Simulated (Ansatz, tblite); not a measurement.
Cost and result up the ladder for GeCl2⁻ (the lowest doublet isomer of a short search) (3 atoms). Total charge -1; doublet. Geometry: PBE-D4/def2-TZVPD.

```xyz
3

Ge   -0.495    0.488   -0.734
Cl   -1.208   -0.146    1.415
Cl    1.703   -0.343   -0.681
```

Ansatz on 4 threads of Arm Neoverse V1 on a shared host; xTB runs through tblite on one thread. Times are rough, summed over both states, and most runs start from the orbitals of an earlier one. CCSD(T)/def2-TZVPPD serves as the yardstick here, not as an exact answer. Differences are given only for rows in sets of like size (and for xTB, whose basis is part of the method), since another set adds its own error. The other state is a quartet at its own geometry.

The xTB rows come from tblite. B3LYP takes the VWN-RPA correlation. HSE06 is defined as in plane-wave codes, on full-range PBE exchange. Correlated methods freeze 19 core orbitals; core or outer-core shells of Ge are correlated, in sets that lack core-valence functions. The structure comes from a short search, and lower isomers may exist.

Correlated methods converge slowly with the basis.

xTB has no spin-polarisation term.

```csv
level,functions,wall time
GFN2-xTB,27,0.004 s
GFN1-xTB,27,0.006 s
HF/STO-3G,36,0.25 s
MP2/def2-TZVPD,146,3 s
PBE-D4/def2-TZVPD,146,3.1 s
revPBE-D4/def2-TZVPD (with forces),146,3.4 s
RPA@PBE/def2-TZVPD,146,4.8 s
HSE06-D4/def2-TZVPD,146,4.9 s
PBE0-D4/def2-TZVPD,146,5 s
B3LYP-D4/def2-TZVPD,146,5.6 s
CAM-B3LYP-D4/def2-TZVPD,146,5.9 s
r2SCAN-D4/def2-TZVPD,146,7.6 s
B97M-V/def2-TZVPD,146,9.6 s
CCSD(T)/def2-TZVPPD,156,44 s
```

(1) Estimate what each level gives for the quartet − doublet (eV).

Answers

(1) 
```
                             level  quartet − doublet (eV)  difference from CCSD(T)/def2-TZVPPD (eV)                                               remarks
                          GFN2-xTB                    4.75                                      2.01                                                     –
                          GFN1-xTB                    3.30                                      0.56                                                     –
                         HF/STO-3G                    2.33                                         –  HOMO above zero (doublet), HOMO above zero (quartet)
                    MP2/def2-TZVPD                    2.75                                      0.00                                                     –
                 PBE-D4/def2-TZVPD                    2.78                                      0.04  HOMO above zero (doublet), HOMO above zero (quartet)
revPBE-D4/def2-TZVPD (with forces)                    2.74                                     -0.01  HOMO above zero (doublet), HOMO above zero (quartet)
                RPA@PBE/def2-TZVPD                    2.75                                      0.01                                                     –
               HSE06-D4/def2-TZVPD                    2.72                                     -0.02  HOMO above zero (doublet), HOMO above zero (quartet)
                PBE0-D4/def2-TZVPD                    2.74                                     -0.01                             HOMO above zero (doublet)
               B3LYP-D4/def2-TZVPD                    2.94                                      0.19  HOMO above zero (doublet), HOMO above zero (quartet)
           CAM-B3LYP-D4/def2-TZVPD                    2.96                                      0.21                                                     –
              r2SCAN-D4/def2-TZVPD                    2.61                                     -0.13  HOMO above zero (doublet), HOMO above zero (quartet)
                 B97M-V/def2-TZVPD                    2.89                                      0.15  HOMO above zero (doublet), HOMO above zero (quartet)
               CCSD(T)/def2-TZVPPD                    2.75                                      0.00                                                     –
```
